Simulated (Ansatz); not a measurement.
Relaxation of a periodic cell of 39 atoms, H9C3Cl (contents 3 CH3Cl + 3 C2H6, density as packed 0.91 g/cm³ with natural masses), to a largest force component of 0.3 eV/Å in at most 15 steps.

These are results of DFT PBEsol, scalar-relativistic, plane waves, PAW (Ansatz), not measurements. Settings: cutoff 420 eV, k mesh 1x1x1, fermi-dirac smearing 0.05 eV, no spin polarisation.

```xyz
39
Lattice="7.6151 0.0000 0.0000 0.0000 7.6151 0.0000 0.0000 0.0000 7.6151" Properties=species:S:1:pos:R:3
C 0.499 6.971 6.967
Cl 1.946 6.029 7.387
H -0.304 6.286 6.703
H 0.207 7.572 7.826
H 0.731 7.617 6.123
C 1.840 1.815 2.440
Cl 1.347 2.261 0.792
H 1.546 0.784 2.629
H 2.920 1.915 2.525
H 1.348 2.478 3.148
C 4.833 5.017 5.575
Cl 4.501 3.553 6.525
H 4.278 5.849 6.003
H 5.900 5.226 5.609
H 4.519 4.850 4.547
C 5.103 0.927 3.667
C 5.329 1.509 2.276
H 6.021 0.488 4.066
H 4.772 1.698 4.368
H 4.341 0.144 3.649
H 4.411 1.948 1.878
H 6.091 2.292 2.294
H 5.660 0.738 1.575
C 6.781 5.673 2.966
C 6.184 5.522 1.571
H 6.069 6.136 3.653
H 7.061 4.702 3.383
H 7.678 6.297 2.946
H 6.897 5.058 0.885
H 5.287 4.898 1.591
H 5.904 6.492 1.154
C 1.875 5.151 4.437
C 2.750 5.464 3.229
H 1.651 6.055 5.008
H 0.924 4.706 4.132
H 2.370 4.447 5.111
H 2.974 4.560 2.658
H 2.255 6.169 2.555
H 3.700 5.909 3.534
```

Question: Where does it end, and by what steps?

Answer: The run converged. The threshold is loose, so the end isn't yet a minimum. The force dipped under the threshold on the way, but the program's further checks kept it going. Limits of this set-up: coarse k mesh. After 8 steps the energy has fallen by 0.772 eV; H14 moved furthest, 1.00 Å.

```
step  energy less start (eV)  largest force component (eV/Å)  accepted
   0                  0.0000                           0.716       yes
   1                 -0.2716                           0.308       yes
   2                 -0.4807                           0.247       yes
   3                 -0.5744                           0.246       yes
   4                 -0.6385                           0.347       yes
   5                 -0.6915                           0.368       yes
   6                 -0.7375                           0.269       yes
   7                 -0.7375                           0.270       yes
   8                 -0.7722                           0.129       yes
```

```xyz
39
Lattice="7.6151 0.0000 0.0000 0.0000 7.6151 0.0000 0.0000 0.0000 7.6151" Properties=species:S:1:pos:R:3
C 0.521 7.625 6.707
Cl 1.678 6.621 7.621
H -0.304 6.982 6.377
H 0.155 8.428 7.368
H 1.048 8.061 5.844
C 1.556 1.712 2.666
Cl 1.155 2.803 1.313
H 1.223 0.698 2.402
H 2.640 1.737 2.815
H 1.042 2.075 3.568
C 5.103 4.511 5.945
Cl 4.263 3.189 6.796
H 4.627 5.460 6.238
H 6.157 4.498 6.244
H 5.011 4.354 4.864
C 5.105 1.159 3.783
C 5.431 1.666 2.390
H 6.007 0.807 4.308
H 4.651 1.938 4.416
H 4.398 0.313 3.753
H 4.540 2.031 1.859
H 6.150 2.500 2.418
H 5.876 0.876 1.766
C 6.585 5.647 2.687
C 6.052 5.469 1.283
H 5.873 6.188 3.331
H 6.785 4.672 3.157
H 7.532 6.207 2.692
H 6.787 4.934 0.662
H 5.121 4.882 1.268
H 5.840 6.436 0.800
C 1.968 4.964 4.330
C 2.935 5.214 3.189
H 1.590 5.907 4.756
H 1.091 4.396 3.980
H 2.431 4.400 5.157
H 3.335 4.274 2.768
H 2.444 5.746 2.356
H 3.795 5.823 3.511
```

The run took 30 s on 1 thread of Arm Neoverse V1, with other jobs on the host, peak memory 0.45 GiB.
